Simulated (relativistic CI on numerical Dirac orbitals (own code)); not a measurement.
**How well does a small relativistic CI reproduce I+?**

Method of calculation: Dirac-Coulomb-Breit CI, orbitals from a KLI potential per configuration, model QED (radiative potential, 1s self-energy scaled to tabulated hydrogen-like ionisation energies), valence Slater integrals scaled by 0.85, P86 correlation estimate, and configurations built on the next ion tied to the tabulated ionisation energy (semi-empirical) (own radial code, finite nucleus).

Configurations in the expansion (outside the closed core [Kr] 4d10): 5s2 5p4, 5s2 5p3 6s, 5s 5p5, 5s2 5p3 5d, 5s2 5p3 6p, 5s2 5p3 6d, 5s2 5p3 7s, 5s2 5p3 5f, 5s2 5p3 6f, 5s2 5p2 5d2, 5p6, 5s 5p4 5d, 5s2 5p3 4f, 5s2 5p3 7p, 5s2 5p3 7d, 5s2 5p3 5g, 5s2 5p3 7f. Levels of other configurations are missing.

```tsv
Configuration	Term (tabulated)	J	Measured (cm⁻¹)	Computed	Error	Purity (%)
5s2 5p4	3P	2	0.0	0	0	89
5s2 5p4	3P	0	6447.9	6142	-306	81
5s2 5p4	3P	1	7087.0	6896	-191	98
5s2 5p4	1D	2	13727.2	14216	488	89
5s2 5p4	1S	0	29501.3	27941	-1561	80
5s2 5p3 6s	5S°	2	81032.7	82900	1867	84
5s2 5p3 6s	3S°	1	84842.9	86981	2138	77
5s2 5p3 5d	5D°	0	85384.1	86468	1084	89
5s2 5p3 5d	5D°	3	85728.0	86680	952	89
5s2 5p3 5d	5D° †	4	86036.3	86813	776	92
5s2 5p3 5d	5D° †	2	86164.9	87614	1450	65
5s2 5p3 5d	5D° †	1	87734.1	85978	-1756	66
5s2 5p3 6s	3D°	2	93691.4	97109	3418	56
5s2 5p3 6s	3D°	3	96650.6	100079	3429	93
5s2 5p3 6s	1D°	2	97700.8	101205	3504	62
5s2 5p3 6p	5P	1	99219.6	100054	834	87
5s2 5p3 6p	5P	2	99327.1	100208	880	81
5s2 5p3 6p	5P	3	100402.7	101093	690	91
5s2 5p3 6p	3P	1	101644.2	102752	1108	82
5s2 5p3 6p	3P	2	102613.5	103535	922	81
5s2 5p3 6p	3P	0	103004.0	103881	877	97
5s2 5p3 6p	3F	2	111298.1	113707	2408	59
5s2 5p3 6p	3F	3	112419.0	114756	2337	57
5s2 5p3 6p	3F	4	115353.9	117754	2400	99
```

Measured levels from NIST Handbook of Basic Atomic Spectroscopic Data (Sansonetti and Martin, J. Phys. Chem. Ref. Data 34, 1559 (2005)); pairs were made by configuration, J and term (by order where the table uses no LS term), so strongly mixed levels may be paired wrongly.

Mean error by configuration (cm⁻¹): 5s2 5p4 -392; 5s2 5p3 6s 2871; 5s2 5p3 5d 1018; 5s2 5p3 6p 1384. Over the excited levels the mean absolute error is 1570 cm⁻¹ (23 of the 27 excited levels that our extract of the source holds in range could be paired, and the others can miss by more), and the median relative error of those above 1,000 cm⁻¹ is 2.1 %. † marks terms whose computed intervals miss the measured ones by more than a factor of 2.5, or configurations far off the rest, from wrong mixing, a near crossing or a doubtful label or measurement; they are left out of the means.
